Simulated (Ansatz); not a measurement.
One change: `[Cl][Mg][Br]` becomes `[CH3][Mg][Br]`.

Ansatz, PBE0-D4/def2-TZVP geometries, multiplicity 1. 

Scalar relativity is left out up to krypton.

```json
{"property": "size of the dipole moment (B3LYP/def2-TZVPP) / D", "`[Cl][Mg][Br]`": "0.16"}
{"property": "LUMO energy (PBE0/def2-TZVPP) / eV", "`[Cl][Mg][Br]`": "-1.82"}
{"property": "HOMO energy (ωB97M-V/def2-TZVPP) / eV", "`[Cl][Mg][Br]`": "-10.76"}
{"property": "ideal-gas entropy at 298 K and 1 bar (rigid rotor, harmonic PBE0-D4/def2-TZVP) / J/(mol·K)", "`[Cl][Mg][Br]`": "289"}
{"property": "HOMO–LUMO gap (ωB97M-V/def2-TZVPP) / eV", "`[Cl][Mg][Br]`": "10.35"}
{"property": "HOMO–LUMO gap (PBE0/def2-TZVPP) / eV", "`[Cl][Mg][Br]`": "6.72"}
```

Q: What does the change do to each property? (An estimate is asked.)

A: The calculation gave: 
| property | `[CH3][Mg][Br]` | shift |
| --- | --- | --- |
| size of the dipole moment (B3LYP/def2-TZVPP) / D | 2.13 | 1.97 |
| LUMO energy (PBE0/def2-TZVPP) / eV | -1.11 | 0.71 |
| HOMO energy (ωB97M-V/def2-TZVPP) / eV | -9.78 | 0.98 |
| ideal-gas entropy at 298 K and 1 bar (rigid rotor, harmonic PBE0-D4/def2-TZVP) / J/(mol·K) | 301 | 12 |
| HOMO–LUMO gap (ωB97M-V/def2-TZVPP) / eV | 9.93 | -0.42 |
| HOMO–LUMO gap (PBE0/def2-TZVPP) / eV | 6.46 | -0.26 |

With PBE0 the HOMO rises by 0.98 eV and the LUMO rises by 0.71 eV, so the gap narrows by about 0.27 eV. PBE moves the HOMO by 0.89 eV and ωB97M-V by 0.98 eV. The zero-point energy changes by 87.0 kJ/mol with +8 modes. Dipoles are sizes alone; their direction can turn.

B3LYP here is the variant with VWN-RPA as its local correlation; programs differ in this.

Spin–orbit coupling is left out; it splits and shifts lone-pair levels of the heavy atoms by tenths of an eV.
